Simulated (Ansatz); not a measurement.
The lowest singlet and triplet of CHBr (SMILES [CH]Br); geometries from B3LYP-D3(BJ)/def2-TZVP, each state relaxed from the structure named, with no frequency check.
Singlet (charge 0, multiplicity 1):
```xyz
3

C     -1.428     0.606     0.000
Br     0.303    -0.095     0.000
H     -2.033    -0.323     0.000
```

```json
[
 {"level": "R-HF/cc-pVDZ", "gap E(singlet) − E(triplet), vertical, at the singlet's geometry (kJ/mol)": "30.8", "cost": "-"},
 {"level": "U-HF/cc-pVDZ (spin-contaminated)", "gap E(singlet) − E(triplet), vertical, at the singlet's geometry (kJ/mol)": "0.8", "cost": "-"},
 {"level": "U-HF/cc-pVTZ (spin-contaminated)", "gap E(singlet) − E(triplet), vertical, at the singlet's geometry (kJ/mol)": "-0.2", "cost": "-"},
 {"level": "R-HF/cc-pVQZ", "gap E(singlet) − E(triplet), vertical, at the singlet's geometry (kJ/mol)": "30.3", "cost": "-"},
 {"level": "U-HF/cc-pVQZ (spin-contaminated)", "gap E(singlet) − E(triplet), vertical, at the singlet's geometry (kJ/mol)": "-0.5", "cost": "-"},
 {"level": "R-SVWN5/def2-TZVPP", "gap E(singlet) − E(triplet), vertical, at the singlet's geometry (kJ/mol)": "-46.2", "cost": "×0.8"},
 {"level": "R-PBE/def2-TZVPP", "gap E(singlet) − E(triplet), vertical, at the singlet's geometry (kJ/mol)": "-41.5", "cost": "×1"},
 {"level": "U-PBE/def2-TZVPP (spin-contaminated)", "gap E(singlet) − E(triplet), vertical, at the singlet's geometry (kJ/mol)": "-45.8", "cost": "×2"},
 {"level": "U-r2SCAN/def2-TZVPP (spin-contaminated)", "gap E(singlet) − E(triplet), vertical, at the singlet's geometry (kJ/mol)": "-31.2", "cost": "×7"},
 {"level": "R-B3LYP/def2-TZVPP", "gap E(singlet) − E(triplet), vertical, at the singlet's geometry (kJ/mol)": "-47.9", "cost": "×1"},
 {"level": "U-B3LYP/def2-TZVPP (spin-contaminated)", "gap E(singlet) − E(triplet), vertical, at the singlet's geometry (kJ/mol)": "-51.6", "cost": "×4"},
 {"level": "U-PBE0/def2-TZVPP (spin-contaminated)", "gap E(singlet) − E(triplet), vertical, at the singlet's geometry (kJ/mol)": "-38.6", "cost": "×2"},
 {"level": "R-BHLYP/def2-TZVPP", "gap E(singlet) − E(triplet), vertical, at the singlet's geometry (kJ/mol)": "-36.9", "cost": "×1"},
 {"level": "R-wB97M-V/def2-TZVPP", "gap E(singlet) − E(triplet), vertical, at the singlet's geometry (kJ/mol)": "-62.0", "cost": "×5"},
 {"level": "R-B2PLYP/def2-TZVPP", "gap E(singlet) − E(triplet), vertical, at the singlet's geometry (kJ/mol)": "-49.0", "cost": "×3"},
 {"level": "U-B2PLYP/def2-TZVPP (spin-contaminated)", "gap E(singlet) − E(triplet), vertical, at the singlet's geometry (kJ/mol)": "-47.9", "cost": "×5"},
 {"level": "R-MP2/cc-pVTZ", "gap E(singlet) − E(triplet), vertical, at the singlet's geometry (kJ/mol)": "-43.6", "cost": "-"},
 {"level": "U-MP2/cc-pVTZ (spin-contaminated)", "gap E(singlet) − E(triplet), vertical, at the singlet's geometry (kJ/mol)": "-29.7", "cost": "-"},
 {"level": "U-MP2/cc-pVQZ (spin-contaminated)", "gap E(singlet) − E(triplet), vertical, at the singlet's geometry (kJ/mol)": "-32.0", "cost": "-"},
 {"level": "R-SCS-MP2/cc-pVDZ", "gap E(singlet) − E(triplet), vertical, at the singlet's geometry (kJ/mol)": "-46.8", "cost": "-"},
 {"level": "R-SCS-MP2/cc-pVQZ", "gap E(singlet) − E(triplet), vertical, at the singlet's geometry (kJ/mol)": "-67.8", "cost": "-"},
 {"level": "U-SCS-MP2/cc-pVQZ (spin-contaminated)", "gap E(singlet) − E(triplet), vertical, at the singlet's geometry (kJ/mol)": "-47.2", "cost": "-"},
 {"level": "U-CCSD/cc-pVDZ (spin-contaminated)", "gap E(singlet) − E(triplet), vertical, at the singlet's geometry (kJ/mol)": "-38.7", "cost": "-"},
 {"level": "R-CCSD/cc-pVTZ", "gap E(singlet) − E(triplet), vertical, at the singlet's geometry (kJ/mol)": "-46.7", "cost": "-"},
 {"level": "U-CCSD/cc-pVQZ (spin-contaminated)", "gap E(singlet) − E(triplet), vertical, at the singlet's geometry (kJ/mol)": "-45.8", "cost": "-"},
 {"level": "R-CCSD(T)/cc-pVTZ", "gap E(singlet) − E(triplet), vertical, at the singlet's geometry (kJ/mol)": "-54.4", "cost": "×4"},
 {"level": "U-CCSD(T)/cc-pVTZ (spin-contaminated)", "gap E(singlet) − E(triplet), vertical, at the singlet's geometry (kJ/mol)": "-50.5", "cost": "×6"},
 {"level": "U-CCSD(T)/cc-pVQZ (spin-contaminated)", "gap E(singlet) − E(triplet), vertical, at the singlet's geometry (kJ/mol)": "-52.4", "cost": "×40"},
 {"level": "R-CCSDT/cc-pVDZ", "gap E(singlet) − E(triplet), vertical, at the singlet's geometry (kJ/mol)": "-48.1", "cost": "-"},
 {"level": "R-CCSDT(Q)/cc-pVDZ", "gap E(singlet) − E(triplet), vertical, at the singlet's geometry (kJ/mol)": "-48.7", "cost": "×10"},
 {"level": "SA-CASSCF(2,2)/cc-pVDZ", "gap E(singlet) − E(triplet), vertical, at the singlet's geometry (kJ/mol)": "-18.8", "cost": "-"},
 {"level": "SA-CASSCF(2,2)/cc-pVTZ", "gap E(singlet) − E(triplet), vertical, at the singlet's geometry (kJ/mol)": "-22.8", "cost": "-"},
 {"level": "SA-CASSCF(2,2)/cc-pVQZ", "gap E(singlet) − E(triplet), vertical, at the singlet's geometry (kJ/mol)": "-23.7", "cost": "-"},
 {"level": "SC-NEVPT2 on SA-CASSCF(2,2)/cc-pVDZ", "gap E(singlet) − E(triplet), vertical, at the singlet's geometry (kJ/mol)": "-35.9", "cost": "-"},
 {"level": "SC-NEVPT2 on SA-CASSCF(2,2)/cc-pVTZ", "gap E(singlet) − E(triplet), vertical, at the singlet's geometry (kJ/mol)": "-44.9", "cost": "-"},
 {"level": "FIC-NEVPT4(SD) on SA-CASSCF(2,2)/cc-pVTZ", "gap E(singlet) − E(triplet), vertical, at the singlet's geometry (kJ/mol)": "-51.2", "cost": "-"},
 {"level": "FIC-NEVPT4(SD) on SA-CASSCF(2,2)/cc-pVQZ", "gap E(singlet) − E(triplet), vertical, at the singlet's geometry (kJ/mol)": "-54.0", "cost": "-"},
 {"level": "FIC-MRCISD+Q on SA-CASSCF(2,2)/cc-pVDZ", "gap E(singlet) − E(triplet), vertical, at the singlet's geometry (kJ/mol)": "-46.8", "cost": "-"},
 {"level": "FIC-MRCISD+Q on SA-CASSCF(2,2)/cc-pVTZ", "gap E(singlet) − E(triplet), vertical, at the singlet's geometry (kJ/mol)": "-53.7", "cost": "-"},
 {"level": "FIC-MRCISD+Q on SA-CASSCF(2,2)/cc-pVQZ", "gap E(singlet) − E(triplet), vertical, at the singlet's geometry (kJ/mol)": "-55.8", "cost": "-"}
]
```

The rows run from -67.8 (R-SCS-MP2/cc-pVQZ) to 30.8 kJ/mol (R-HF/cc-pVDZ). In cc-pVQZ (spin-contaminated) the value moves U-HF -0.5, U-MP2 -32.0, U-CCSD -45.8, U-CCSD(T) -52.4, a shift of -51.9 from U-HF to U-CCSD(T). From cc-pVTZ (spin-contaminated) to cc-pVQZ (spin-contaminated) U-CCSD(T) changes by -1.9. The 6 R-functionals in def2-TZVPP without D3 or D4 span 25.1, from R-wB97M-V to R-BHLYP.

A positive gap puts the triplet lower; no zero-point energy. R- takes a restricted singlet. U- takes an unrestricted singlet (broken symmetry where lower, unprojected). The triplet is unrestricted in single-reference levels. Active spaces average the two states.

Correlated levels freeze the cores. Filled d and f shells under p-block atoms count as core.

Doubts at one or more of the structures used: a restricted determinant that unrestricted orbitals would lower (R-HF/cc-pVDZ, R-HF/cc-pVQZ, R-SVWN5/def2-TZVPP, R-PBE/def2-TZVPP, R-B3LYP/def2-TZVPP, R-BHLYP/def2-TZVPP, R-B2PLYP/def2-TZVPP, R-MP2/cc-pVTZ, R-SCS-MP2/cc-pVDZ, R-SCS-MP2/cc-pVQZ, R-CCSD/cc-pVTZ, R-CCSD(T)/cc-pVTZ, R-CCSDT/cc-pVDZ, R-CCSDT(Q)/cc-pVDZ); T1 above 0.05 (U-CCSD/cc-pVDZ (spin-contaminated), U-CCSD/cc-pVQZ (spin-contaminated), U-CCSD(T)/cc-pVTZ (spin-contaminated), U-CCSD(T)/cc-pVQZ (spin-contaminated)).

Codes used: Ansatz (Gaussian orbitals). Each number belongs to the level named beside it.

Costs are rough ratios of core time to R-PBE/def2-TZVPP (about 2.3 s over the structures, on one shared machine); a dash marks a level with no comparable run of its own.

Ansatz is an electronic-structure program.
